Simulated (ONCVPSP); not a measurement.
Potentials for fluorine (F) compared

Generated with ld1.x 7.5 (TM, RRKJ, ultrasoft, PAW), atompaw 4.2 or ONCVPSP 4.0.1. The cutoff is in Ry: for ld1.x and atompaw files where the sum of valence levels is converged to 10 mRy in a Bessel basis, for ONCV files where the hardest occupied wave has 1 mHa per electron of residual kinetic energy. The error is the largest all-electron minus pseudo excitation energy over each file’s own four to seven test configurations (ionisations up to +4, promotions, holes and added fractions of an electron), all of which were solved. The labels leave out finer settings (local radius, basis sizes, second energies), which also bear on the numbers. Spin-polarised tests are not counted. The rows are a selection from randomly drawn settings: files with unsolved tests, undetermined cutoffs or missed reference levels are left out.

A true bound ghost makes a file unfit for plane-wave use even where its test errors are small: the radial tests pick states by their node count and pass the ghost by.

| potential | cutoff (Ry) | largest error (meV) | bound ghosts |
| --- | --- | --- | --- |
| ONCV, LDA (Perdew-Zunger), non-relativistic, rc 0.60/1.55 (sp), local smoothed, core correction yes, reference 2s1 2p6, qcut 10.9/10.1, projectors 2/2 | 108 | +4299 | none |
| ONCV, LDA (Perdew-Wang 92), scalar-relativistic, rc 0.55/1.45/1.30 (spd), local smoothed, core correction yes, reference 2s2 2p4.75, qcut 11.8/9.6/7.1, projectors 2/3/2 | 293 | +254 | s |
| ONCV, PBE, scalar-relativistic, rc 0.55/1.05/1.00 (spd), local smoothed, core correction yes, reference 2s1 2p6, qcut 11.2/10.9/9.6, projectors 3/2/2 | 428 | +1072 | s |
| ONCV, PBE, non-relativistic, rc 0.64/1.36 (sp), local s, core correction yes, reference 2s1 2p6, qcut 9.2/10.2, projectors 0/2 | 191 | +476 | none |
| ONCV, PBEsol, scalar-relativistic, rc 0.65/0.95 (sp), local smoothed, core correction yes, reference 2s2 2p3, qcut 8.6/11.9, projectors 2/3 | 366 | +87 | p |

Q: Fill in the row for F: ONCV, PBE, scalar-relativistic, rc 0.65/1.05 (sp), local smoothed, core correction yes, reference 2s2 2p4, qcut 11.4/11.9, projectors 2/2.

A: cutoff 112 Ry, largest error +189 meV, bound ghosts: none.

Q: Fill in the row for F: ONCV, PBEsol, scalar-relativistic, rc 0.70/1.20/1.15 (spd), local s, core correction no, reference 2s2 2p4, qcut 11.6/12.9/8, projectors 0/1/2.

A: cutoff 115 Ry, largest error +203 meV, bound ghosts: none.
